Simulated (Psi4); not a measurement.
GeCl3F (SMILES [F][Ge]([Cl])([Cl])[Cl]): the HOMO–LUMO gap, rung by rung

GeCl3F: 5 atoms, total charge 0, spin state singlet. SMILES: `[F][Ge]([Cl])([Cl])[Cl]`. Geometry: optimised at PBE0/def2-TZVP.

Quantity: the HOMO–LUMO gap, in eV. The values are calculated.

```
                                 level                    kind  program  value (eV)  CPU time
   PBE-D4/def2-TZVPP (density fitting)                     GGA     Psi4        5.28      26 s
r2SCAN-D4/def2-TZVPP (density fitting)                meta-GGA     Psi4        5.93      37 s
 B3LYP-D4/def2-TZVPP (density fitting)           global hybrid     Psi4        7.13      22 s
  PBE0-D4/def2-TZVPP (density fitting)           global hybrid     Psi4        7.77      28 s
  wB97M-V/def2-TZVPP (density fitting)  range-separated hybrid     Psi4       12.16      51 s
```

All-electron rows without a relativistic Hamiltonian named are non-relativistic. The values span 5.28 to 12.16 eV. Orbital gaps aren't excitation energies; they tend to grow with the share of exact exchange. CPU times are rough (shared hosts, several kinds of processor): they show what a rung costs within a factor of a few.
